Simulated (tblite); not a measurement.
Isomers of C7H11FSi. Computed values, GFN2-xTB/tblite, gas phase, harmonic and unscaled. This tight-binding method is rough: wavenumbers can miss measured ones by several per cent, in bad cases by 10 to 20. Modes of hydrogen on silicon can be 10 to 20 % off. One conformer each.

Electronic energies: GFN2-xTB at the same geometries; isomer energies are rough at this level and their order can be wrong.

```tsv
SMILES	electronic energy, lowest = 0 (kJ/mol)
CC(C)C1=C[SiH2]C=C1F	0.0
C#CC[C@@H](C)[Si@H]1C[C@@H]1F	236.4
C#CCC[Si]1(F)CCC1	2.0
C#CCCC1(F)C[SiH2]C1	103.0
C=CC(=C)C(=C)[SiH2]CF	150.3
```

Task: How do GFN2-xTB zero-point energies change the relative energies?

Result: 
```
                       SMILES  ZPE (kJ/mol)  of it from modes above 1550 cm⁻¹  electronic (kJ/mol)  with ZPE, lowest = 0 (kJ/mol)  lowest mode (cm⁻¹)  rings
         CC(C)C1=C[SiH2]C=C1F         408.2                             210.0                  0.0                            0.0                  53      1
            C#CCC[Si]1(F)CCC1         417.7                             213.5                  2.0                           11.5                  24      1
          C#CCCC1(F)C[SiH2]C1         403.2                             204.6                103.0                           98.1                  39      1
        C=CC(=C)C(=C)[SiH2]CF         395.2                             221.9                150.3                          137.3                  4i      0
C#CC[C@@H](C)[Si@H]1C[C@@H]1F         406.8                             209.7                236.4                          235.1                  27      1
```

The zero-point energies span 22.5 kJ/mol, from `C=CC(=C)C(=C)[SiH2]CF` to `C#CCC[Si]1(F)CCC1`. Slightly imaginary modes are left out of the zero-point energy: `C=CC(=C)C(=C)[SiH2]CF` 4.2i cm⁻¹. The order is unchanged.

Task: What do entropy and thermal enthalpy add at 298.15 K and 1 bar (rigid rotor, harmonic oscillator, one conformer each)?

Result: 
```tsv
SMILES	point group	symmetry number	S (J/(mol K))	H − H(0) (kJ/mol)	ZPE + H − H(0) − TS (kJ/mol)
CC(C)C1=C[SiH2]C=C1F	C1	1	412.7	29.94	315.1
C#CCCC1(F)C[SiH2]C1	C1	1	425.4	30.56	307.0
C#CC[C@@H](C)[Si@H]1C[C@@H]1F	C1	1	448.5	32.96	306.1
```

Not tabulated: `C#CCC[Si]1(F)CCC1` (lowest mode only 24 cm⁻¹); `C=CC(=C)C(=C)[SiH2]CF` (lowest mode only 4i cm⁻¹).
